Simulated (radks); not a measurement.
Results of a calculation; reference values are marked as such.
Species: a nucleus of charge 23.1 with 21 electrons. Configuration: [Ar] 3d3. Code: a radial shooting solver on a logarithmic mesh with Libxc functionals. Model: scalar-relativistic Kohn-Sham, PBEsol, spin-polarised, spherical densities, point nucleus; open shells are filled with parallel spins first.

Normalised radial functions P(r) = r R(r), r in bohr:

```
   r/bohr * 2p down, o 3s up, + 3s down (the largest magnitude, 1.86, reaches the edge; | marks zero, & curves that meet)
 0.005097                             * &
 0.005793                             * &
 0.006531                             * &
 0.007364                             * &
  0.00837                             * &
 0.009437                             *  &
  0.01073                             |* &
  0.01209                             |* &
  0.01363                             |*  &
   0.0155                             |*  &
  0.01747                             |*  &
   0.0197                             | * &
  0.02239                             | *  &
  0.02525                             |  * &
  0.02846                             |  * &
  0.03235                             |   *&
  0.03648                             |    &
  0.04113                             |    &*
  0.04674                             |   &  *
   0.0527                             |   &    *
  0.05942                             |  &      *
  0.06753                             | &         *
  0.07614                             |&            *
  0.08585                             &               *
  0.09758                            &|                 *
     0.11                          &  |                   *
    0.125                        &    |                     *
    0.141                       &     |                       *
    0.159                      &      |                         *
   0.1807                     &       |                          *
   0.2037                    &        |                          *
   0.2297                    &        |                          *
    0.261                     &       |                         *
   0.2943                       &     |                       *
   0.3318                          &  |                     *
   0.3771                             &                  *
   0.4252                             |   &          *
   0.4794                             |      &    *
   0.5449                             |        * &
   0.6144                             |     *       &
   0.6927                             |   *           &
   0.7873                             |  *             &
   0.8877                             |*              &
    1.001                             |*             &
    1.138                             *            &
    1.283                             *          &
    1.458                             *       &
    1.644                             *     &
    1.853                             *   &
    2.106                             * &
    2.375                             *&
    2.677                             *&
    3.043                             &
    3.431                             &
    3.869                             &
    4.397                             &
    4.957                             &
```

2p down: eigenvalue -526.14 eV, 0 radial nodes, <r> = 0.273 bohr, 90 % of the charge inside 0.448 bohr. 3s up: eigenvalue -90.057 eV, 2 radial nodes at r = 0.0867, 0.378 bohr, <r> = 0.943 bohr, 90 % of the charge inside 1.41 bohr. 3s down: eigenvalue -87.042 eV, 2 radial nodes at r = 0.0867, 0.377 bohr, <r> = 0.944 bohr, 90 % of the charge inside 1.41 bohr.
